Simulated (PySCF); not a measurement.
Compound: TeMe2, C2H6Te.
Geometry (PBE0-D3(BJ)/def2-SVP, Å), atoms numbered from 1 in this order:
```xyz
9
C2H6Te angstrom
Te     0.0080   -0.0222   -1.4675
C      1.5849   -0.0348   -0.0027
H      1.5064   -0.9321    0.6242
H      1.5293    0.8717    0.6134
H      2.5408   -0.0508   -0.5432
C     -1.5556    0.0197    0.0102
H     -1.4750    0.9329    0.6133
H     -1.4900   -0.8710    0.6481
H     -2.5161    0.0172   -0.5215
```

Method used: PBE0-D3(BJ)/def2-SVP geometry optimisation, gas phase, def2 core potentials past Kr in PySCF 2.14.0.

Question: Which atoms are bound to Te1, and at what distances?

Answer: 2 atoms: C6 2.152 Å, C2 2.152 Å. The nearest atom not counted as bound is H9, at 2.70 Å (others tie with it).

Question: What is the shape at Te1?

Answer: Bent: angle 93.7°.

Question: What are the other bond lengths?

Answer: C2–H3 and 5 like bonds 1.098 Å.

Question: What are the rotational constants (commonest isotopes, rigid rotor)?

Answer: A = 8200, B = 5985, C = 3623 MHz: an asymmetric top.

Point group: C2v (every atom within 0.08 Å of its image). Charge 0, singlet. Whether it is a minimum is left open (no frequencies).
